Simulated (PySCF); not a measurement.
Molecule: sum formula SiNHF3, net charge 0, doublet state. It need not be the lowest isomer of its formula. 
Coordinates optimised at B3LYP-D3(BJ)/def2-TZVP (Ansatz):
```xyz
6

Si     0.0157    -0.0001     0.0110
F     -0.2161    -1.0721    -1.1253
F     -0.6697    -0.5341     1.3224
F     -0.7062     1.3436    -0.3979
N      1.6976     0.2520     0.3070
H      2.2265     0.6008    -0.4951
```
Charge 0, spin multiplicity 2.

Dispersion corrections to the total energy (kcal/mol) from the dftd3 and dftd4 libraries through PySCF: D3(BJ) without and D4 with the three-body term, each with the damping fitted for the functional named.

| functional | D3(BJ) | D4 |
|---|---|---|
| PBE | -2.16 | … |
| HF | -19.68 | -9.96 |
| BLYP | -4.76 | -5.96 |
| PW6B95 | … | -2.44 |
| LC-wPBE | -2.04 | … |
| TPSSh | -2.49 | -3.20 |
| B3LYP | -3.90 | -4.27 |

**Question.** Complete the blanks.

**Answer.** 
- PBE, D4: -2.62
- PW6B95, D3(BJ): -1.10
- LC-wPBE, D4: -2.92
